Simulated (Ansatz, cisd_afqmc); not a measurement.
Species: SnI$_{2}$, charge 0, singlet. SnI2 (SMILES [I][Sn][I]).
B3LYP-D3(BJ)/def2-TZVP minimum from Ansatz (an electronic-structure program):
```xyz
3

Sn     0.0121     0.0019     1.1958
I      1.0631    -1.8353    -0.5720
I     -1.0745     1.8335    -0.5562
```

Total energies in def2-SVP, 18 correlated electrons, 27 frozen orbitals. UHF or UKS for unpaired electrons; spin-orbit terms are left out. Correlated methods leave the cores frozen (noble-gas shells, and filled d and f shells in the p block). Past Kr the def2 sets carry scalar-relativistic core potentials. AFQMC is phaseless with a CISD trial state; ± is one standard error, without the phaseless bias. Outlying blocks are dropped, and bars are widened where a walk drifts. Over all cases where full CI ran beside it in this data, AFQMC minus full CI had a median of +0.1 mEh and passed +0.4 mEh in a tenth of the cases. Spin-orbit terms, left out, reach several kcal/mol for Br and I, and more for heavier atoms.

```tsv
method	program	energy (Eh)	minus CCSDT(Q) (mEh)
HF	Ansatz	-806.76986	289.12
MP2	Ansatz	-807.02262	36.36
CCSD	Ansatz	-807.04881	10.16
CCSD(T)	Ansatz	-807.05718	1.80
CCSDT(Q)	Ansatz	-807.05898	0.00
AFQMC/CISD	cisd_afqmc	-807.0584 ± 0.0004	0.5 ± 0.4
```

Rough core times of Ansatz's runs on a shared machine: CCSD(T) under 20 s, CCSDT(Q) 30 s.
